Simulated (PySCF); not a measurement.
# Polarisability and C₆ of Co²⁺ (cobalt, charge +2)

[Ar] 3d6 4s1, high-spin 6D determinant (an excited configuration). All numbers are calculated (PySCF 2.14, no relativity, point nucleus, in aug-cc-pVDZ). Coupled (time-dependent) response in atomic units; α is the mean over directions. A double-zeta set is small for polarisabilities.

```csv
method,mean α (bohr³),"α xx, yy, zz",C₆ (like pair),S(−4)
UHF,18.96,"18.27, 18.27, 20.33",72.46,344.5
PBE,14.30,"14.00, 14.00, 14.91",51.84,177.5
PBE0,15.28,"14.90, 14.90, 16.02",55.88,208.3
B3LYP,14.48,"14.15, 14.15, 15.14",52.26,185.1
```

S(−4) is the Cauchy moment in α(ω) = α(0) + S(−4) ω² + …

α(iu) at PBE:

```json
{"u (hartree)": "0", "α(iu) (bohr³)": "14.30"}
{"u (hartree)": "0.0500", "α(iu) (bohr³)": "13.87"}
{"u (hartree)": "0.100", "α(iu) (bohr³)": "12.75"}
{"u (hartree)": "0.200", "α(iu) (bohr³)": "9.796"}
{"u (hartree)": "0.300", "α(iu) (bohr³)": "7.318"}
{"u (hartree)": "0.500", "α(iu) (bohr³)": "4.495"}
{"u (hartree)": "0.750", "α(iu) (bohr³)": "2.947"}
{"u (hartree)": "1.00", "α(iu) (bohr³)": "2.185"}
{"u (hartree)": "1.50", "α(iu) (bohr³)": "1.430"}
{"u (hartree)": "2.00", "α(iu) (bohr³)": "1.044"}
{"u (hartree)": "3.00", "α(iu) (bohr³)": "0.6476"}
{"u (hartree)": "5.00", "α(iu) (bohr³)": "0.3269"}
```

A single London oscillator, α(iu) = α/(1 + u²/ω²), gives C₆ = (3/4) ω α². Matching the computed C₆ needs ω = 4 × 51.84 / (3 × 14.30²) = 0.338 hartree.

For an ion, C₆ is the dispersion term alone; charge-induced terms of lower order in 1/R come first.

The components differ because the open shell of this determinant is not spherical; for a pure term their mean is the scalar polarisability.
